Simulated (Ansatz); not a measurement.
`BC[SiH2]O` → `[CH2]` (triplet) + `B[SiH2]O` at 600 K and 1 bar (formal loss of a carbene).

Calculated with Ansatz (gas phase, PBE0-D4/def2-TZVP geometries, no zero-point term in ΔE). CCSD(T)/CBS adds triple-zeta CCSD(T) − MP2 to the extrapolated MP2 energy (def2 sets, frozen cores). This one scheme is used for every species. Triplets are unrestricted, without spin–orbit coupling. One conformer a species, not always the lowest.

```
          species  CCSD(T)/CBS energy (Eh)  H − E (kJ/mol)  S (J/(mol·K))
      `BC[SiH2]O`               -431.34785           268.6          426.0
`[CH2]` (triplet)                -39.09499            66.5          220.8
       `B[SiH2]O`               -392.05150           181.6          373.2
```

H − E and S are ideal-gas, rigid-rotor, harmonic terms from PBE0-D4/def2-TZVP, for one conformer and one mirror image of each species, with the whole ground term of open shells counted as degenerate. 1 Eh = 2625.50 kJ/mol, R = 8.31446 J/(mol·K).

Q: By hand: ΔE, ΔH, ΔS and ΔG.

A: ΔE = (-39.09499) + (-392.05150) − (-431.34785) = 0.20136 Eh = 528.7 kJ/mol. Δ(H − E) = 66.5 + 181.6 − 268.6 = -20.5, so ΔH = 508.2 kJ/mol. ΔS = 220.8 + 373.2 − 426.0 = 168.0 J/(mol·K). ΔG = 508.2 − 600 × (168.0)/1000 = 407.4 kJ/mol.

Q: By hand: the equilibrium constant, and the temperature at which ΔG would vanish if ΔH and ΔS stayed fixed.

A: log₁₀ K = −ΔG/(RT ln 10) = -35.5. ΔG = 0 at ΔH/ΔS = 3025 K, far beyond where these terms or the molecules hold.

The number of gas molecules changes by +1, which sets the sign of ΔS. A doubt of 5 kJ/mol in ΔE shifts log₁₀ K by 0.4 here. Other conformers and mirror images would add mixing entropy, several J/(mol·K) or more a flexible species. A triplet takes part, so the spin changes. These are equilibria of isolated gas molecules and say nothing of rates. Largest T1 diagnostic: 0.012 (customary marks: 0.02 for closed shells, 0.045 for open ones).
